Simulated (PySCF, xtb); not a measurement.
H4O2Zr, SMILES [ZrH2]([OH])[OH], multiplicity 1.

GFN2-xTB (xtb) at its own geometry gives an orbital gap of 3.55 eV and a dipole moment of 2.71 D.

Geometry optimised at r2SCAN-D4/def2-TZVP. The spin state was assumed, not searched. The structure was generated by enumeration; whether it is a known compound was not checked. The def2 effective core potentials stand for the cores of Zr; spin–orbit coupling is left out. Other conformers were not sampled.

Task: What does PBE/def2-TZVPD (PySCF) give? (An estimate is asked for; the answer gives what the named calculation found.)

Result: gap 4.03 eV (levels -6.35 and -2.32 eV), dipole 3.23 D.
